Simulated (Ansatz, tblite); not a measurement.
Cost and result up the ladder for the cluster SiB8 (the lowest singlet isomer of a short search) (9 atoms). Total charge 0; singlet. Geometry: B3LYP-D4/def2-SVP.

Cartesian coordinates in Å:
```
Si -1.6594 -2.4762 0.9614
B -0.6034 -0.8608 0.0742
B 1.8418 2.5082 0.5455
B -0.7549 -0.8148 -1.6236
B 0.1335 0.3412 -1.0050
B 1.1836 1.4441 1.4250
B 0.2974 0.2885 0.8422
B -1.4850 -1.9563 -0.8746
B 1.0463 1.5261 -0.3451
```

Ansatz on 4 threads of Intel Xeon Platinum 8223CL on a shared host; xTB runs through tblite on one thread. Times are rough, summed over both states, and most runs start from the orbitals of an earlier one. No level here is sound enough to serve as a yardstick. The other state is a doublet.

The xTB rows come from tblite. Another isomer (singlet) lies 0.28 eV lower at PBE0-D4/def2-TZVP; other spin states weren't run for this one.

Raw xTB energies of ions are shifted by several eV.

```json
{"level": "GFN1-xTB", "functions": "41", "wall time": "0.025 s", "vertical IE (eV)": "11.10", "remarks": "–"}
{"level": "GFN2-xTB", "functions": "41", "wall time": "0.06 s", "vertical IE (eV)": "8.88", "remarks": "–"}
{"level": "PBE-D4/def2-TZVP", "functions": "285", "wall time": "9 s", "vertical IE (eV)": "8.01", "remarks": "restricted SCF unstable in HF (singlet)"}
{"level": "PBE0-D4/def2-TZVP", "functions": "285", "wall time": "20 s", "vertical IE (eV)": "8.04", "remarks": "restricted SCF unstable in HF (singlet), spin-contaminated (⟨S²⟩ 0.83) (+1 doublet)"}
{"level": "ωB97X-V/def2-TZVP", "functions": "285", "wall time": "60 s", "vertical IE (eV)": "8.08", "remarks": "restricted SCF unstable in HF (singlet), spin-contaminated (⟨S²⟩ 0.85) (+1 doublet)"}
```
